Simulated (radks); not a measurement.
Spherical quantum dot in the effective-mass picture: electrons in a hard-walled sphere of radius 1.76, with a point charge +2 (a donor) at the centre, all in effective atomic units (hartree* = m*/eps^2 hartree, bohr* = eps/m* bohr), one dielectric constant everywhere. Method: non-relativistic Kohn-Sham, LDA (Slater exchange, Perdew-Wang correlation), spin-polarised, spherical densities; computed with a radial shooting solver with Libxc functionals. Levels are named by radial order and angular momentum (1s, 1p, 1d, 2s, ...), and open shells are averaged over m.

N = 5, configuration 1s2 1p(up 3, down 0). This is the lowest configuration that the search found. Occupied and some empty levels:

level,occupation,eigenvalue (hartree*),<r> (bohr*)
1s up,1,2.5932,0.7411
1s down,1,2.8077,0.7288
1p up,3,4.8083,1.030
1p down,0,5.0788,1.030
2s up,0,6.6328,0.8863
2s down,0,6.8184,0.8950
1d up,0,6.9553,1.140
1d down,0,7.2261,1.142
1f up,0,9.4725,1.210
1f down,0,9.7355,1.212

Energy (hartree*): total 8.69034, kinetic 13.866, external -13.992, Hartree 12.209, exchange-correlation -3.3928.
